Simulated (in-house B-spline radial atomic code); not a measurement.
A run on I (an excited or competing configuration) that did not converge. Method: scalar-relativistic (X2C) B97-1, spin-polarised, spherical fractional occupations, Fermi nucleus of rms radius 4.75 fm; computed with an all-electron radial atomic-structure program (B-spline basis).

Command:
```bash
python run_scf.py task.json out
```
Settings (nuclear radius in fm, mass in u):
```
Z                53
configuration    [Ar] 3d9 4s2 4p6 4d10 5s2 5p5 5f1
hamiltonian      x2c
method           b97_1
spin_polarised   True
nucleus          fermi
rms_radius       4.75
atomic_mass      126.90447
speed_of_light   137.035999084
```

First and last ten iterations of the last attempt (damped for 15 steps, keeping 80 % of the old Fock matrix, then DIIS):
```
 iter        energy (Eh)    residual
    1       -7085.398541    4.67e-01
    2       -7087.800732    4.19e-01
    3       -7090.247845    2.65e-01
    4       -7091.299205    1.66e-01
    5       -7091.743840    1.05e-01
    6       -7091.909834    6.72e-02
    7       -7092.015918    4.12e-02
    8       -7092.050084    2.57e-02
    9       -7092.064301    1.60e-02
   10       -7092.070082    1.05e-02
  111       -7092.074560    1.40e-06
  112       -7092.074560    1.48e-06
  113       -7092.074560    1.81e-06
  114       -7092.074560    1.55e-06
  115       -7092.074560    1.59e-06
  116       -7092.074560    1.71e-06
  117       -7092.074560    2.24e-06
  118       -7092.074560    1.95e-06
  119       -7092.074560    6.37e-06
  120       -7092.074560    1.44e-06
 not converged after 120 iterations
```

The smallest residual met was 1.0e-06; the threshold is about 5e-07. Over the last five steps the energy moves by less than 1e-07 hartree, but the orbitals didn't meet the threshold. Time taken, with all properties: 12 s on 1 thread of Arm Neoverse V1, with other jobs on the host.
